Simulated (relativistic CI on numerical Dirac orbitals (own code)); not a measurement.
Method of calculation: Dirac-Coulomb-Breit CI, KLI orbitals optimised for each configuration, model QED (radiative potential, 1s self-energy scaled to tabulated hydrogen-like ionisation energies), unscaled Slater integrals (own radial code, finite nucleus).

The strongest absorption lines from the ground level of an ion, among the configurations computed and to levels below about 1190 eV (vacuum wavelength in nm, gf): 1.4600 (0.76), 2.1184 (0.012), 2.1242 (0.011), 2.5728 (0.89), 2.6232 (1.2), 2.6609 (0.31), 2.8569 (0.0095), 3.8932 (0.012).

Task: Which ion is it?
A. Hg⁵⁹⁺
B. Hg⁶¹⁺
C. Hg⁵⁷⁺
D. Yb⁴⁹⁺

Result: A. Hg⁵⁹⁺ has 21 electrons and the ground level 3s2.3p6.3d3 4F_3/2; the strongest line goes to 3s2.3p5.3d4 2F°_5/2. The pattern of lines fixes the number of electrons, and along that sequence the line energies rise steadily with the charge (about as its square where n changes within one kind of shell, about linearly where n is kept but much faster in heavy ions where fine structure, which grows about as Z⁴, sets the gap, and irregularly where shells cross), which fixes Z. Configurations outside the model, such as inner-shell arrays, can give stronger lines. At this charge energies of transitions that change n are usually good to better than 1 %, and those within a shell (Δn = 0) to a few per cent.

LS names give the leading component of a level, which can be under half, so a name can repeat, a term be missing and a line seem to break the LS rules.
